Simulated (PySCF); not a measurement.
**Assignment exercise: C5H13N3Si**

Geometry (Å), atoms numbered from 1 in this order:
```xyz
22

C     2.4353    1.2080   -0.6431
N     2.3779   -0.2022   -0.9116
C     1.5184   -0.9121   -0.3172
C     0.4952   -0.4800    0.6517
C    -0.3534   -1.5993    1.2796
C    -1.7601   -1.2384    0.7538
Si   -1.0722    0.3043   -0.1572
N    -0.9711    0.4317   -1.8690
N    -1.5217    1.8707    0.3981
H     2.7128    1.4045    0.3976
H     1.4680    1.6877   -0.8250
H     3.1900    1.6433   -1.2976
H     1.5178   -1.9645   -0.5916
H     0.9529    0.1749    1.3939
H    -0.3074   -1.5823    2.3680
H    -0.0315   -2.5865    0.9464
H    -2.1847   -2.0231    0.1300
H    -2.4718   -1.0538    1.5565
H    -0.3866   -0.2211   -2.3636
H    -1.7907    0.6553   -2.4071
H    -1.8489    1.9987    1.3399
H    -1.9784    2.5035   -0.2342
```

Calculated, not measured (PySCF 2.14): shieldings: GIAO PBE0/pcSseg-1, geometry: GFN2-xTB. No solvent, no relativistic terms, rapidly exchanging positions averaged, a single conformation.

Referencing at the same level of theory: ¹³C (σref 186.93) and ¹H (σref 31.72) vs TMS.

Task: Assign these signals to the numbered atoms. ¹³C{¹H} NMR (computed): δ 175.5, 50.8, 42.1, 29.9, 19.0.

Result: 
| δ (ppm) | atoms | environment | reason |
| --- | --- | --- | --- |
| 175.5 | C3 | C=N carbon | – |
| 50.8 | C4 | sp3 CH bonded to Si | – |
| 42.1 | C1 | methyl carbon bonded to N | pulled downfield by the heteroatom |
| 29.9 | C6 | sp3 CH2 bonded to Si | – |
| 19.0 | C5 | sp3 CH2 in a ring | a saturated carbon with 2 carbon neighbours and no heteroatom attached |

Task: Assign these signals to the numbered atoms. ¹H NMR (500 MHz, computed): δ 7.80 (d, 1H), 3.41 (s, 3H), 3.05 (m, 1H), 2.03 (m, 1H), 1.78 (m, 1H), 1.77 (m, 1H), 1.65 (m, 1H), 0.68 (br s, 2H), 0.61 (br s, 2H).

Result: 
```tsv
δ (ppm)	atoms	environment	reason
7.80	H13	hydrogen on a C=N carbon	–
3.41	H10/H11/H12	hydrogen on a methyl carbon bonded to N	its carbon carries N, an electronegative neighbour
3.05	H14	hydrogen on an sp3 CH bonded to Si	–
2.03	H15	hydrogen on an sp3 CH2 in a ring	–
1.78	H16	hydrogen on an sp3 CH2 in a ring	–
1.77	H17	hydrogen on an sp3 CH2 bonded to Si	–
1.65	H18	hydrogen on an sp3 CH2 bonded to Si	–
0.68	H21/H22	hydrogen on a nitrogen bonded to Si	exchangeable; this is the value without hydrogen bonding to other molecules
0.61	H19/H20	hydrogen on a nitrogen bonded to Si	–
```

H16 and H17; H21/H22 and H19/H20 lie closer than the usual error of such a calculation, so a measured spectrum could show them in the other order.

The OH or NH signal is concentration- and solvent-dependent in practice; the value given is the gas-phase one. Shifts are as computed. Against solution values, carbons near 30 ppm lie about +3 ppm off and those near 130 ppm about +5 ppm. Of 1211 compounds with measured shifts, 218 miss one by over three times the rms of a fit or turn the order of signals round; such compounds aren't used in these exercises. No couplings were computed; multiplicities are counted from neighbouring protons, with m where these are inequivalent, close in shift, in a saturated or five-membered ring or joined by F or P, and br s for small geminal =CH2 splittings.
